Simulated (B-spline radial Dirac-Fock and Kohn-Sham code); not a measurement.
## How the levels of praseodymium move as electrons are removed

These are calculated numbers from an atomic code on a B-spline grid; the model is Dirac-Fock ΔSCF + Breit + QED. Each ion is free and in its tabulated ground configuration. Electron correlation is not included.

Reference: Pr, [Xe] 4f3 6s2, with M2 (3p1/2) 1342.1 eV, M3 (3p3/2) 1245.9 eV, N6,7 (4f) 4.30 eV, O1 (5s) 46.76 eV, O3 (5p3/2) 24.37 eV, Kα1 (K-L3) 36023.8 eV, Kβ1 (K-M3) 40745.0 eV, Lα1 (L3-M5) 5033.6 eV. Shifts from it, in eV (a dash: the subshell is empty, belongs to an open shell averaged over j, or its hole state is left out as unreliable):

| ion | configuration | M2 (3p1/2) | M3 (3p3/2) | N6,7 (4f) | O1 (5s) | O3 (5p3/2) | Kα1 | Kβ1 | Lα1 |
| --- | --- | --- | --- | --- | --- | --- | --- | --- | --- |
| Pr⁺ | [Xe] 4f3 6s1 | +6.4 | +6.4 | +6.4 | – | +6.2 | +0.01 | +0.03 | +0.02 |
| Pr²⁺ | [Xe] 4f3 | +13.9 | +13.9 | +13.7 | +13.4 | +13.3 | +0.05 | +0.11 | +0.05 |
| Pr³⁺ | [Xe] 4f2 | +35.2 | +35.2 | +31.7 | +28.2 | +26.8 | -0.81 | -2.03 | -1.03 |
| Pr⁴⁺ | [Xe] 4f1 | +59.3 | +59.4 | +52.0 | +44.3 | +41.4 | -1.82 | -4.45 | -2.23 |
| Pr⁵⁺ | [Kr] 4d10 5s2 5p6 | +85.9 | +86.0 | – | +61.4 | +57.1 | -2.94 | -7.10 | -3.53 |

Over this range M2 (3p1/2) moves by +85.9 eV and Kα1 by -2.9 eV: a line is a difference of two levels that shift in the same direction.
